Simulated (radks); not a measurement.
Values are calculated unless marked as measured or tabulated.
Question: Er3+, 65 electrons, occupied as [Xe] 4f11 (the NIST ground configuration). Level of theory: Dirac Kohn-Sham, PBEsol, spin-unpolarised, spherical densities, finite nucleus; open shells are shared between the two j in proportion to 2j + 1; Fermi nuclear charge, rms radius 5.2516 fm (a radial shooting solver on a logarithmic mesh with Libxc functionals). Some entries of the table are withheld. Estimate them.

| orbital | occ. | eigenvalue (hartree) | r(max) (bohr) | <r> (bohr) |
|---|---|---|---|---|
| 1s1/2 | 2 | -2105.885 | 0.01286 | 0.02038 |
| 2s1/2 | 2 | -354.6242 | 0.07344 | 0.08592 |
| 2p1/2 | 2 | -337.9041 | (1) | 0.07148 |
| 2p3/2 | 4 | -304.2327 | (2) | 0.07876 |
| 3s1/2 | 2 | -80.41539 | (3) | 0.2250 |
| 3p1/2 | 2 | -73.06486 | (4) | 0.2147 |
| 3p3/2 | 4 | -65.99466 | (5) | 0.2284 |
| 3d3/2 | 4 | -53.39430 | 0.1642 | 0.2013 |
| 3d5/2 | 6 | -51.84872 | 0.1679 | 0.2055 |
| 4s1/2 | 2 | -16.83850 | 0.4742 | 0.5078 |
| 4p1/2 | 2 | (6) | 0.4763 | 0.5167 |
| 4p3/2 | 4 | (7) | 0.5040 | 0.5481 |
| 4d3/2 | 4 | -7.45574 | 0.5065 | 0.5759 |
| 4d5/2 | 6 | -7.16454 | 0.5154 | 0.5870 |
| 5s1/2 | 2 | -3.00962 | 1.104 | 1.229 |
| 5p1/2 | 2 | -2.18965 | 1.198 | 1.367 |
| 5p3/2 | 4 | -1.97276 | 1.279 | 1.461 |
| 4f5/2 | 4.71429 | -1.32621 | 0.5028 | 0.7598 |
| 4f7/2 | 6.28571 | -1.28363 | 0.5080 | 0.7725 |

Answer: 
(1) 2p1/2 r(max) (bohr): 0.05513
(2) 2p3/2 r(max) (bohr): 0.06135
(3) 3s1/2 r(max) (bohr): 0.2075
(4) 3p1/2 r(max) (bohr): 0.1951
(5) 3p3/2 r(max) (bohr): 0.2080
(6) 4p1/2 eigenvalue (hartree): -13.89906
(7) 4p3/2 eigenvalue (hartree): -12.30112
